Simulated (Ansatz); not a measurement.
`FB1CB1Cl` and `FB1BC1` differ in one atom or group.

Ansatz, PBE0-D4/def2-TZVP geometries, multiplicity 1. 

```tsv
property	`FB1CB1Cl`
HOMO energy (PBE0/def2-TZVPP) / eV	-7.40
size of the dipole moment (ωB97M-V/def2-TZVPP) / D	1.79
zero-point energy (PBE0-D4/def2-TZVP) / kJ/mol	93.3
size of the dipole moment (PBE/def2-TZVPP) / D	1.85
HOMO–LUMO gap (PBE/def2-TZVPP) / eV	3.53
HOMO energy (ωB97M-V/def2-TZVPP) / eV	-9.59
```

(1) Give the same properties after the change, and the shifts. (Best estimate.)

## Answers

(1) Ansatz gave: 
| property | `FB1BC1` | shift |
| --- | --- | --- |
| HOMO energy (PBE0/def2-TZVPP) / eV | -7.99 | -0.59 |
| size of the dipole moment (ωB97M-V/def2-TZVPP) / D | 1.52 | -0.27 |
| zero-point energy (PBE0-D4/def2-TZVP) / kJ/mol | 110.7 | 17.4 |
| size of the dipole moment (PBE/def2-TZVPP) / D | 1.62 | -0.23 |
| HOMO–LUMO gap (PBE/def2-TZVPP) / eV | 4.96 | 1.43 |
| HOMO energy (ωB97M-V/def2-TZVPP) / eV | -10.25 | -0.66 |

With PBE0 the HOMO falls by 0.59 eV and the LUMO rises by 0.93 eV, so the gap widens by about 1.52 eV. PBE moves the HOMO by -0.54 eV and ωB97M-V by -0.66 eV. Dipoles are sizes alone; their direction can turn.
